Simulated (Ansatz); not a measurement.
Two structures of SiH3Cl2OF, singlet, reached by relaxing down either side of one saddle point (PBE0-D4/def2-TZVP). Energies are electronic, without zero-point energy. Computed with Ansatz 0.2.0 (basis: def2-TZVPP and def2-QZVPP); correlated methods freeze the cores. Extrapolation: Hartree–Fock as exp(−7.88 √X), correlation as X^−2.97. First:

Si1  (-0.413, -0.892, -0.174)
O2  (0.615, 0.297, 0.293)
Cl3  (0.491, -2.107, -1.528)
Cl4  (-0.959, -2.014, 1.430)
H5  (-1.576, -0.223, -0.765)
H6  (0.306, 1.990, 0.087)
F7  (0.087, 2.888, -0.049)
H8  (1.449, 0.061, 0.707)
(Å)

Second:

Si1  (-1.033, -0.400, -0.696)
O2  (1.866, 0.590, 0.861)
Cl3  (0.415, -1.119, -1.900)
Cl4  (-1.061, -1.366, 1.088)
H5  (-2.343, -0.536, -1.342)
H6  (1.349, 1.378, 0.677)
F7  (-0.780, 1.144, -0.424)
H8  (1.588, 0.309, 1.735)
(Å)

(1) Which bonds change from the first to the second?

(2) Give the saddle point's structure and its height above each. (To be estimated.)

T1 diagnostic: at most 0.011.

Answers

(1) SiH₂Cl₂O ([OH][SiH]([Cl])[Cl]) + HF → SiHCl₂F ([F][SiH]([Cl])[Cl]) + H₂O; bonds formed: Si1–F7, O2–H6; bonds broken: Si1–O2, H6–F7.

(2) The calculation gives: 1.100 eV above the first and 1.271 eV above the second (CCSD(T) at an estimated basis limit (MP2 extrapolated from triple and quadruple zeta, plus CCSD(T) − MP2 in triple zeta)).
Si1  (-0.370, -0.349, -0.307)
O2  (0.852, 0.398, 0.738)
Cl3  (0.422, -1.106, -2.014)
Cl4  (-0.510, -2.058, 0.916)
H5  (-1.784, 0.037, -0.278)
H6  (0.626, 1.332, 0.138)
F7  (-0.041, 1.459, -0.884)
H8  (0.804, 0.287, 1.692)
(Å)

Steps of this kind, hydrogen fluoride cutting a network bond, underlie vapour etching and the fluorination step of atomic layer etching.

Labels in which every atom is bracketed show which atoms are joined, not bond orders.

For scale, one of the runs: CCSD(T)/def2-TZVPP, 230 basis functions, launched by `ansatz run in.yaml --threads 4 --pin off --events-out ev --progress --plain --max-ram 9574MiB`. Time: 100 s of wall clock on 4 CPU threads of an Intel Xeon; the host was shared. Peak host memory: 3.8 GiB.
